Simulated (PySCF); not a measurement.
B(H) cation (BH), SMILES [BH] (connectivity only; charge and spin as stated), charge +1, multiplicity 2. Geometry optimised at PBE-D3(BJ)/def2-TZVPD. The spin state was assumed, not searched.

These are PBE-D3(BJ)/def2-TZVPD run with PySCF 2.14.0 values and carry that method's errors.

Harmonic wavenumbers (cm⁻¹): 2453. Rotational constants (GHz): 369.2 (linear); symmetry number 1.

Task: Work out the zero-point energy and the ideal-gas rigid-rotor harmonic-oscillator thermochemistry at 298.15 K and 1 atm.

Result: ZPE = ½ Σ hcν = ½ × 2453 cm⁻¹ = 14.67 kJ/mol. H − E(el) = 23.35 kJ/mol. Entropy in J/(mol K): translation 139.55, rotation 31.79, vibration 0.00, spin 5.76, total 177.10. G − E(el) = -29.45 kJ/mol. Cp = 29.11 J/(mol K).
